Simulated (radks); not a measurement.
Isoelectronic series with 14 electrons, each ion in its NIST ground configuration. All-electron calculation, scalar-relativistic Kohn-Sham, LDA (Slater exchange, Perdew-Wang correlation), spin-polarised, spherical densities, point nucleus; open shells are filled with parallel spins first (spin-orbit coupling, left out, can overturn this in heavy ions). Program: a radial shooting solver on a logarithmic mesh with Libxc functionals. Total energies (hartree) and orbital eigenvalues (eV) (* marks an orbital that is empty in some or all of the ions):

ion    configuration  E (hartree)     3d up*   3p down*      3p up    3s down      3s up    2p down
Kr22+   [Ne] 3s2 3p2  -2484.51917  -878.0880  -959.5873  -969.5389  -1025.106  -1035.032  -2593.932
Rb23+   [Ne] 3s2 3p2  -2638.32092  -953.5515  -1038.879  -1049.211  -1108.003  -1118.301  -2788.020
Sr24+   [Ne] 3s2 3p2  -2796.97694  -1032.070  -1121.310  -1132.023  -1194.181  -1204.853  -2989.203
Zr26+   [Ne] 3s2 3p2  -3128.95430  -1198.274  -1295.621  -1307.097  -1376.454  -1387.876  -3412.925
Nb27+   [Ne] 3s2 3p2  -3302.32928  -1285.964  -1387.517  -1399.375  -1472.585  -1484.383  -3635.504
Mo28+   [Ne] 3s2 3p2  -3480.66586  -1376.715  -1482.584  -1494.825  -1572.073  -1584.248  -3865.257
Tc29+   [Ne] 3s2 3p2  -3663.99337  -1470.528  -1580.831  -1593.456  -1674.938  -1687.491  -4102.204
Ru30+   [Ne] 3s2 3p2  -3852.34218  -1567.405  -1682.268  -1695.277  -1781.201  -1794.133  -4346.369
Rh31+   [Ne] 3s2 3p2  -4045.74374  -1667.350  -1786.903  -1800.297  -1890.886  -1904.198  -4597.774
Pd32+   [Ne] 3s2 3p2  -4244.23061  -1770.364  -1894.746  -1908.526  -2004.014  -2017.708  -4856.443
Ag33+   [Ne] 3s2 3p2  -4447.83646  -1876.450  -2005.808  -2019.974  -2120.612  -2134.688  -5122.400
Cd34+   [Ne] 3s2 3p2  -4656.59617  -1985.611  -2120.099  -2134.652  -2240.703  -2255.164  -5395.671
In35+   [Ne] 3s2 3p2  -4870.54577  -2097.849  -2237.629  -2252.571  -2364.315  -2379.160  -5676.280
Sn36+   [Ne] 3s2 3p2  -5089.72257  -2213.168  -2358.411  -2373.741  -2491.473  -2506.705  -5964.256
Sb37+   [Ne] 3s2 3p2  -5314.16514  -2331.570  -2482.454  -2498.175  -2622.208  -2637.828  -6259.624
Te38+   [Ne] 3s2 3p2  -5543.91336  -2453.059  -2609.771  -2625.883  -2756.547  -2772.556  -6562.414
I39+    [Ne] 3s2 3p2  -5779.00847  -2577.638  -2740.374  -2756.877  -2894.522  -2910.922  -6872.653
Xe40+   [Ne] 3s2 3p2  -6019.49313  -2705.311  -2874.275  -2891.171  -3036.164  -3052.956  -7190.370
Cs41+   [Ne] 3s2 3p2   -6265.4114  -2836.081  -3011.487  -3028.777  -3181.505  -3198.691  -7515.597
Ba42+   [Ne] 3s2 3p2   -6516.8090  -2969.951  -3152.023  -3169.707  -3330.580  -3348.161  -7848.364
La43+   [Ne] 3s2 3p2   -6773.7329  -3106.926  -3295.897  -3313.976  -3483.424  -3501.402  -8188.701
